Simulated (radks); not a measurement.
Spherical quantum dot in the effective-mass picture: electrons in a hard-walled sphere of radius 3.62, all in effective atomic units (hartree* = m*/eps^2 hartree, bohr* = eps/m* bohr), one dielectric constant everywhere. Method: non-relativistic Kohn-Sham, exchange-only LDA, spin-polarised, spherical densities; computed with a radial shooting solver with Libxc functionals. Levels are named by radial order and angular momentum (1s, 1p, 1d, 2s, ...), and open shells are averaged over m. Each electron was tried in the lowest free levels, single moves between levels near the top were tried too, and the lowest total energy was kept; such a search can miss a lower state. At N = 1 the Hartree and exchange-correlation terms need not cancel, so that row can carry a self-interaction error.

N,open shells,2S,E (hartree*),mu = E(N) - E(N-1) (hartree*),addition energy mu(N+1) - mu(N) (hartree*),e(HOMO) (hartree*),rms radius (bohr*)
1,"1s(up 1, down 0)",1,0.409527,0.40953,0.4747,0.58263,1.946
2,none,0,1.29379,0.88426,0.6686,1.0434,2.030
3,"1p(up 1, down 0)",1,2.84661,1.5528,0.3405,1.7205,2.155
4,"1p(up 2, down 0)",2,4.73994,1.8933,0.3501,2.0676,2.226
5,"1p(up 3, down 0)",3,6.98335,2.2434,0.4797,2.4197,2.275
6,"1p(up 3, down 1)",2,9.70645,2.7231,0.3268,2.8837,2.315
7,"1p(up 3, down 2)",1,12.7563,3.0499,0.3375,3.2176,2.347
8,none,0,16.1437,3.3874,0.7417,3.5578,2.374
9,"1d(up 1, down 0)",1,20.2728,4.1291,0.3309,4.2941,2.408
10,"1d(up 2, down 0)",2,24.7329,4.4600,0.3331,4.6263,2.436
11,"1d(up 3, down 0)",3,29.5260,4.7931,0.3343,4.9601,2.460
12,"1d(up 4, down 0)",4,34.6534,5.1274,0.3349,5.2948,2.481
13,"1d(up 5, down 0)",5,40.1158,5.4623,0.4502,5.6299,2.500
14,"1d(up 5, down 1)",4,46.0283,5.9125,0.3240,6.0740,2.517
15,"1d(up 5, down 2)",3,52.2648,6.2365,0.3264,6.3994,2.533
16,"1d(up 5, down 3)",2,58.8277,6.5630,0.3280,6.7267,2.547
17,"1d(up 5, down 4)",1,65.7187,6.8909,0.3289,7.0553,2.560
18,none,0,72.9385,7.2199,0.8114,7.3846,2.572
19,"1f(up 1, down 0)",1,80.9698,8.0313,0.3236,8.1930,2.586
20,"1f(up 2, down 0)",2,89.3247,8.3549,0.3242,8.5169,2.599
21,"1f(up 3, down 0)",3,98.0038,8.6791,0.3246,8.8413,2.611
22,"1f(up 4, down 0)",4,107.007,9.0037,0.3249,9.1661,2.622
23,"1f(up 5, down 0)",5,116.336,9.3286,0.3251,9.4911,2.633
24,"1f(up 6, down 0)",6,125.990,9.6536,0.3252,9.8162,2.642
25,"1f(up 7, down 0)",7,135.969,9.9788,-,10.141,2.652

All shells are closed at N = 2, 8, 18 (there: 1s2 1p6 1d10); the second difference of the energy has clear peaks (12 % above both neighbours; the first and last values, which can be the largest, are not judged, and half-filled shells can peak too) at N = 2, 5, 8, 13, 18.
